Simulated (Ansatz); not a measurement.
The same hydrolysis along the group B, Al, Ga, In.

Calculated with Ansatz (gas phase, PBE0-D4/def2-TZVP geometries, no zero-point term in ΔE). CCSD(T)/CBS adds triple-zeta CCSD(T) − MP2 to the extrapolated MP2 energy (def2 sets, frozen cores). This one scheme is used for every species. Functionals use def2-TZVPP. B3LYP here is the variant with VWN-RPA as its local correlation; programs differ in this. def2 core potentials past Kr. For Ga, In outer-core shells are correlated without core-valence functions, which leaves a few kJ/mol of doubt a bond. Scalar relativity is left out up to krypton. Each species was taken in one conformer, which may not be the lowest.

```json
{"reaction": "`C#CB(F)F` + H₂O → `OB(F)F` + `C#C`", "CCSD(T)/def2-SVP (eV)": "-1.10", "B3LYP-D4 (eV)": "-0.91"}
{"reaction": "`C#[C][Al]([F])[F]` + H₂O → `[OH][Al]([F])[F]` + `C#C`", "CCSD(T)/def2-SVP (eV)": "-0.74", "B3LYP-D4 (eV)": "-0.74"}
{"reaction": "`C#[C][Ga]([F])[F]` + H₂O → `[OH][Ga]([F])[F]` + `C#C`", "CCSD(T)/def2-SVP (eV)": "-0.24", "B3LYP-D4 (eV)": "-0.15"}
{"reaction": "`C#[C][In]([F])[F]` + H₂O → `[OH][In]([F])[F]` + `C#C`", "CCSD(T)/def2-SVP (eV)": "0.06", "B3LYP-D4 (eV)": "0.06"}
```

Q: Give the CCSD(T)/CBS values in the same order. (Estimate.)

A: The calculation gave: -0.89, -0.71, -0.10, 0.12 eV.

Largest T1 diagnostic: 0.018, for `[OH][In]([F])[F]`.
